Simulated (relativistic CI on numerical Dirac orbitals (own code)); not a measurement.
Er4+: 5s photoemission

Computed with this model: Dirac-Coulomb-Breit CI, orbitals from a KLI potential per configuration, QED by a radiative potential, valence Slater integrals scaled by 0.8, multiplet model of photoemission in the sudden approximation; configurations [Xe] 4f10 → [Kr] 4d10 4f10 5s 5p6; 80 K; Lorentzian 1.5 eV and Gaussian 0.6 eV FWHM. Energies are those of the free ion, without screening or charge transfer. The energies are binding energies and can lie tens of eV above those of solids. Without intra-shell correlation the exchange splitting of an s hole comes out too large, often by half or more. S is read from ⟨S²⟩ = S(S + 1).

free ion: ground-state S = 1.93, centroid 110.11 eV. Peaks (eV, height): 109.2 (100), 111.6 (63).

Strongest unbroadened transitions for free ion:

```tsv
Energy (eV)	Relative strength
109.19	100.0
109.78	24.2
111.61	62.9
112.32	0.2
112.75	1.9
113.77	0.0
114.37	0.0
114.84	0.0
```
